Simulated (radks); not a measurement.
Q: All-electron atom: La25+ in [Ar] 3d10 4s2 4p2. All-electron calculation, Dirac Kohn-Sham, LDA (Slater exchange, Perdew-Wang correlation), spin-unpolarised, spherical densities, point nucleus; open shells are shared between the two j in proportion to 2j + 1. Program: a radial shooting solver on a logarithmic mesh with Libxc functionals. Some entries of the table are withheld. Estimate them.

orbital,occ.,eigenvalue (eV),r(max) (bohr),<1/r> (bohr^-1)
1s1/2,2,-39478.11,0.01609,61.97
2s1/2,2,-6939.159,0.09110,14.60
2p1/2,2,-6595.448,0.06945,(1)
2p3/2,4,-6181.481,0.07460,(2)
3s1/2,2,-2054.140,0.2590,5.324
3p1/2,2,-1909.845,(3),5.245
3p3/2,4,-1826.601,(4),4.916
3d3/2,4,-1576.075,0.2050,4.790
3d5/2,6,-1557.929,0.2081,4.706
4s1/2,2,(5),0.5722,2.473
4p1/2,0.666667,-851.4467,0.5738,2.408
4p3/2,1.33333,-827.3150,0.5922,2.306
4d3/2,0,(6),0.5855,2.187
4d5/2,0,(7),0.5908,2.163
5s1/2,0,-511.0437,1.041,1.428

A: 
(1) 2p1/2 <1/r> (bohr^-1): 14.59
(2) 2p3/2 <1/r> (bohr^-1): 13.26
(3) 3p1/2 r(max) (bohr): 0.2452
(4) 3p3/2 r(max) (bohr): 0.2563
(5) 4s1/2 eigenvalue (eV): -908.8024
(6) 4d3/2 eigenvalue (eV): -732.2491
(7) 4d5/2 eigenvalue (eV): -727.1762
